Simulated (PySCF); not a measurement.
**Ionisation energy of Cu+ by level of theory**

Cu+ [Ar] 3d10 (1S) → Cu(2+) [Ar] 3d9 (2D), as a difference of total energies. Computed with PySCF 2.14 in cc-pVDZ-DK (6s5p3d1f, 43 functions), with the spin-free X2C one-electron Hamiltonian (Gaussian nucleus). Correlated levels: valence: [Ar] frozen. The calculations carry no spin-orbit coupling.

Problem. Order these methods by the ionisation energy they give, lowest first.
A. MP2 (valence)
B. TPSS
C. M06-2X
D. SCS-MP2 (valence)

Solution. C (19.737 eV), D (20.112 eV), B (20.436 eV), A (20.550 eV).

The reference lies between the lowest fine-structure levels, while these numbers refer to the centres of the terms.

Errors of the correlated levels include the incompleteness of this basis and the frozen core.

For comparison: 20.292 eV (measured; NIST Atomic Spectra Database, ionization energies).
